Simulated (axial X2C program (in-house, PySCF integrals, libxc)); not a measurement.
**Worked dissociation energy of PdBi⁺: PBE50, 2c**

Computed with an in-house all-electron X2C program for linear molecules (integrals from PySCF). Two-component (2c) means X2C with spin–orbit coupling and atomic mean-field two-electron Coulomb and Gaunt terms. Basis: Bi dyall-v2z [10s12p9d5f], Pd dyall-v2z [10s10p7d2f] (cores contracted in-house); Gaussian nuclei, density fitting, unrestricted open shells. Masses: Bi 208.980 u, Pd 105.903 u.

Molecular state: Ω = 0 (closed shell).

```
E(Bi+) (2M_J = 0) : -21542.347825 hartree
E(Pd) (2M_J = 0)  : -5042.965565 hartree
E(PdBi⁺) at Re    : -26585.367173 hartree
ωe                : 168.3 cm⁻¹
ωexe              : 0.786 cm⁻¹
```

Task: Work out De and D0.

Result: De = -21542.347825 + (-5042.965565) − (-26585.367173) = 0.05378 hartree = 1.464 eV. The zero-point energy is ωe/2 − ωexe/4 = 84 cm⁻¹ = 0.010 eV, so D0 = 1.453 eV.

The state is one determinant whose occupation by symmetry is held fixed; it was picked as the lowest of a PBE0 search that is not exhaustive. Dissociation energies refer to the lowest single-determinant-based atoms at the same level and basis. The 2c shell is closed although the spin-free state is open, so other pairings can mix in. The lowest spin-free determinant has another configuration (M_S = 1, Λ = 1), so the order of states is uncertain and this need not be the ground state.

Each atomic determinant is the lowest at this level and need not be a pure J level. Totals compare only within one Hamiltonian and basis.
